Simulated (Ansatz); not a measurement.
Cost and result for the atomization energy of `[OH][GeH2][NH][SiH](O)F` (12 atoms, 11 bonds).

Z-matrix (Å, degrees):
```
Ge
N 1 1.846
O 1 1.774 2 110.6
H 1 1.531 2 108.2 3 115.5
H 1 1.536 2 107.8 3 -120.3
Si 2 1.689 1 123.4 3 62.8
H 2 1.009 1 115.4 3 -98.0
H 3 0.962 1 109.8 2 -55.0
O 6 1.642 2 104.3 1 -12.7
F 6 1.594 2 110.1 1 -132.5
H 6 1.478 2 116.8 1 108.3
H 9 0.958 6 118.1 2 154.7
```

Total charge 0; spin multiplicity 1. Correlated methods include outer-core shells of Ge, which these sets cover unevenly. Scalar relativity is left out up to krypton. The structure was optimised at the PBE0-D4/def2-TZVP level. It is one conformer, not always the lowest. Program: Ansatz. All runs use 2 threads of an AMD EPYC 7R13 on a shared host and a share of an NVIDIA H100 80 GB. Times are those of one run each, without the atoms' runs, and a repeat can differ threefold. Electronic energies, without spin–orbit coupling; frozen cores. CCSD(T)/CBS adds CCSD(T) − MP2 in def2-TZVPP to the MP2 limit, and its time is that of the two runs behind it. T1 = 0.012. With those shells the extrapolation isn't a true limit. B3LYP takes the VWN-RPA correlation (the form of Gaussian; ORCA's B3LYP/G).

CCSD(T)/CBS is a level of theory with its own doubt, some kJ/mol a heavy atom from the limit and from the frozen cores, so smaller differences don't rank the functionals.

```csv
level,functions,wall time,atomization (kJ/mol),difference from CCSD(T)/CBS,per bond
PBE-D4/def2-TZVPP (with forces),298,4 s,4381.5,-2.9,-0.3
PBE0-D4/def2-TZVPP,298,4.1 s,4284.1,-100.3,-9.1
r2SCAN-D4/def2-TZVPP (with forces),298,4.5 s,4343.0,-41.4,-3.8
B3LYP-D4/def2-TZVPP (with forces),298,6 s,4323.1,-61.3,-5.6
B2PLYP/def2-TZVPP,298,6 s,4297.2,-87.2,-7.9
ωB97X-V/def2-TZVPP,298,6.5 s,4372.6,-11.8,-1.1
MP2/def2-QZVPP,567,7.5 s,4432.3,47.9,4.4
ωB97M-V/def2-TZVPP (with forces),298,8.5 s,4354.8,-29.6,-2.7
CCSD(T)/def2-TZVPP,298,18 s,4250.9,-133.5,-12.1
CCSD(T)/CBS(def2),–,26 s,4384.4,0.0,0.0
```

In def2-TZVPP, CCSD(T) changes the Hartree–Fock value by +1220.3 kJ/mol (the triples alone add +69.3 kJ/mol) and MP2 by +1321.2 kJ/mol; breaking electron pairs costs correlation energy, which Hartree–Fock lacks. The D4 term adds +46.5 kJ/mol with B3LYP and +24.5 kJ/mol with PBE0; it sums over pairs of atoms, weighted by their polarisabilities, and B3LYP, whose exchange is more repulsive, gets the larger term. From PBE to PBE0 (25 % exact exchange), in def2-TZVPP and without D4, the atomization energy moves by −93.1 kJ/mol: exact exchange takes away binding that semilocal exchange gives to molecules.
